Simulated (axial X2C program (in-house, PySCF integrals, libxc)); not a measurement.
# Potential curves of MoP⁻, spin-free

Calculated with an axial X2C code built on PySCF integrals. Spin-free means the one-electron spin-free X2C Hamiltonian. Basis: Mo dyall-acv3z [12s13p10d5f3g], P dyall-av3z [9s8p3d2f] (cores contracted in-house); Gaussian nuclei, density fitting, unrestricted open shells. Masses: Mo 97.905 u, P 30.974 u.

State: M_S = 2, Λ = 1 (beyond evenly filled blocks: σα, π+α, δ+α, δ-α). Energies in eV from the fragments at the same level (Mo + P-). Fits are polynomials in 1 − R0/R over 0.85 to 1.23 times the lowest point R0.

```
 R (Å)     CCSD
1.9811  -2.0203
2.0464  -2.3011
2.1117  -2.4536
2.1770  -2.5117
2.2532  -2.4940
2.3294  -2.4129
2.4274  -2.2512
```

Correlated methods: 12 electrons correlated (number of frozen shells: Mo 4 s, 3 p, 1 d; P 2 s, 1 p), 312 virtual spin orbitals or spinors in MP2, 90 natural virtuals in coupled cluster.

The state is one determinant whose occupation by symmetry is held fixed; it was picked as the lowest of a PBE0 search that is not exhaustive. Dissociation energies refer to the lowest single-determinant-based atoms at the same level and basis. CCSD ran in a truncated set of natural virtual spinors with an MP2 remainder; without triples it tends to underbind. PBE0 can misorder states that lie within some tenths of an eV, so this need not be the ground state of the molecule. The nearest other spin-free determinant of the search, M_S = 1, Λ = 0, lies 0.07 eV up at the distance of the search. The determinant is spin-polarised beyond a pure state at some levels (its spin-free form has ⟨S²⟩ too high), which makes Re and μ there less reliable. The T1 diagnostic is large, a sign of multireference character. With the outer-core shells frozen, correlated bond lengths of heavy atoms tend to come out a few hundredths of an ångström too long. Coupled cluster ran on the points near the minimum only. MP2 and coupled cluster on one determinant become unreliable at the stretched end.

Task: What are Re, ωe and De at the CCSD level?

Result: At CCSD, spin-free: Re = 2.197 Å, ωe ≈ 409 cm⁻¹, De = 2.51 eV to Mo + P-; Be follows as 0.148 cm⁻¹.
